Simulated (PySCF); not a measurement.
## Two-component Hartree-Fock for Sn (tin, neutral)

Start: [Kr] 4d10 5s2 5p2; 5p3/2 filled at m_j = +1/2, +3/2. Calculated with PySCF 2.14 in x2c-TZVPall-2c: generalised Hartree-Fock with the X2C-1e Hamiltonian and a Gaussian nucleus; one run each with spin-orbit coupling (SO) switched off, then screened by Boettger's factors. This is a chosen level, not necessarily the ground level.

| spinor shell | electrons | ε, spin-free (eV) | ε, screened SO (eV) | weight of nominal j (screened SO) | rms radius, screened SO (bohr) |
| --- | --- | --- | --- | --- | --- |
| 1s1/2 | 2 | -29347.0 | -29344.4 | 1.000 | 0.0333 |
| 2s1/2 | 2 | -4523.3 | -4522.6 | 1.000 | 0.136 |
| 2p1/2 | 2 | -4053.5 | -4213.5 | 1.000 | 0.118 |
| 2p3/2 | 4 | -4053.5 | -3980.6 | 1.000 | 0.123 |
| 3s1/2 | 2 | -912.74 | -912.56 | 1.000 | 0.361 |
| 3p1/2 | 2 | -755.43 | -785.60 | 1.000 | 0.354 |
| 3p3/2 | 4 | -755.43 | -741.64 | 1.000 | 0.366 |
| 3d3/2 | 4 | -513.91 | -519.15 | 1.000 | 0.340 |
| 3d5/2 | 6 | -513.91 | -510.27 | 1.000 | 0.343 |
| 4s1/2 | 2 | -159.96 | -159.95 | 1.000 | 0.874 |
| 4p1/2 | 2 | -110.05 | -115.54 | 1.000 | 0.931 |
| 4d3/2 | 4 | -35.516 | -36.214 | 0.996 | 1.18 |
| 4d5/2 | 6 | -35.516 | -35.067 | 0.998 | 1.19 |
| 5s1/2 | 2 | -13.780 | -13.798 | 0.999 | 2.65 |
| 5p3/2 | 2 | -7.171 | -7.117 | 0.700 | 3.44 |

Problem. Where does 4p3/2 lie, and what is the 4p spin-orbit splitting (screened SO)?

Solution. At -107.57 eV, 7.970 eV above 4p1/2.

```
   quantity    spin-free  screened SO
E (hartree)  -6173.04573  -6174.50484
        M_J            2            2
       ⟨J²⟩        6.012        6.008
       ⟨L²⟩        2.008        2.320
       ⟨S²⟩        2.004        1.882
```

Each row is a mean over spinors that exchange with the open shell spreads, by up to 3.271 eV (5s1/2).

Rows whose weight is well below 1 are mixtures of j = l ± 1/2: exchange outweighs spin-orbit coupling there, and the label is only the starting occupation.

Breit and QED terms are absent; they matter most for the inner s and p1/2 levels.

Densities and radii are taken from the X2C orbitals without a picture-change correction, which distorts them close to the nucleus.

Without spin-orbit coupling the j labels of p, d and f shells carry no meaning; the spin-free column gives the mean over the occupied spinors of each nl shell.
